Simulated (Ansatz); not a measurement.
Coupled-cluster diagnostics for CuSe2⁺, Ansatz.

Geometry of the singlet (r2SCAN-D4/def2-TZVP):

| atom | x (Å) | y (Å) | z (Å) |
| --- | --- | --- | --- |
| Cu1 | 1.2243 | -1.0512 | 0.8888 |
| Se2 | -1.6989 | 0.4797 | -0.3950 |
| Se3 | 0.4746 | 0.5715 | -0.4938 |

Correlated methods freeze 27 core orbitals; core or outer-core shells of Se are correlated, in sets that lack core-valence functions. At PBE0-D4/def2-TZVP a triplet of charge 1 lies 0.60 eV below the restricted singlet, each at its own geometry. The structure comes from a short search, and lower isomers may exist.

Task: Estimate the CCSD(T) correlation energy, the shares of MP2 and (T), T1 and the reference's ⟨S²⟩ for: charge 1, singlet, own geometry in def2-TZVPP; and the rough time on 4 threads of Arm Neoverse V1 on a shared host.

Result: 
```csv
state,basis,correlation (eV),MP2 share (%),(T) share (%),T1,⟨S²⟩ (pure),wall time,remarks
"charge 1, singlet, own geometry",def2-TZVPP,-27.048,101.8,4.4,0.020,0.00 (0.00),26 s,restricted SCF unstable
```
Customary marks for T1 are 0.02 (closed shells), 0.045 (open shells) and about 0.05 (3d metals). T1 stays under 0.02 throughout.
